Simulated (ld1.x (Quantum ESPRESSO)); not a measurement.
What one change does to a pseudopotential (Pt (Z = 78), TM semilocal)

- Element: Pt
- Generator: ld1.x (Quantum ESPRESSO) 7.5
- Type: norm-conserving Troullier–Martins (semilocal form)
- Functional: PW91
- Relativity: scalar-relativistic
- Frozen core: [Kr] 4d10 4f14
- Valence charge: 18
- Reference configuration: 5s2 5p6 5d9 6s0 6p0 (charge +1)
- Partial waves: 5p (bound): rc 1.50 bohr; 5d (bound): rc 2.15 bohr; 5s (bound): rc 1.15 bohr
- Local potential: the s channel
- Core correction: none

Change: all radii scaled by about 1.13 (s 1.30, p 1.70, d 2.42 bohr).

Cutoffs: the cutoffs (Ry, on a coarse ladder) from which the occupation-weighted sum of valence levels, in a spherical-Bessel basis at the reference potential, stays within 10 and 1 mRy of its value at 400 Ry; they do not see the model core or the augmentation charge, which bear on the density cutoff. Errors are all-electron minus pseudo energies relative to the spin-unpolarised reference configuration.

Task: How do hardness, ghosts and transferability respond?

Result: The potential gets softer (120 Ry and 200 Ry → 90 Ry and 160 Ry); of the 7 tests that both files solve, the error grows in 7 and shrinks in 0 by more than 15 % and 0.3 meV (median size 128.9 → 361.2 meV); neither file shows a bound ghost. A larger radius leaves more room for a smooth pseudo-wave, so fewer plane waves are needed. More of the atom is replaced by a form fitted at one configuration, so other configurations suffer. A semilocal file is local in each channel, so a ghost entry of none says nothing of the separable form that plane-wave codes build from it.

```tsv
quantity	base	changed
cutoff, loose	120 Ry	90 Ry
cutoff, tight	200 Ry	160 Ry
loose cutoff by channel (10 mRy a level)	p 45 Ry, d 35 Ry, s 110 Ry	p 25 Ry, d 30 Ry, s 90 Ry
bound ghosts	none	none
error for 5s2 5p6 5d9 6s1 6p0, meV [ΔE -9.27 eV]	+277	+776
error for 5s2 5p6 5d8 6s0 6p0, meV [ΔE 20.04 eV]	-3.0	-8.4
error for 5s2 5p6 5d7 6s0 6p0, meV [ΔE 52.34 eV]	-8.5	-20
error for 5s2 5p6 5d9.5 6s0.5 6p0, meV [ΔE -9.39 eV]	+129	+361
error for 5s2 5p6 5d10 6s0 6p0, meV [ΔE -9.28 eV]	-1.2	-6.9
error for 5s2 5p6 5d8 6s2 6p0, meV [ΔE -8.28 eV]	+635	+1775
error for 5s2 5p6 5d8 6s1 6p0, meV [ΔE 1.96 eV]	+381	+1063
```
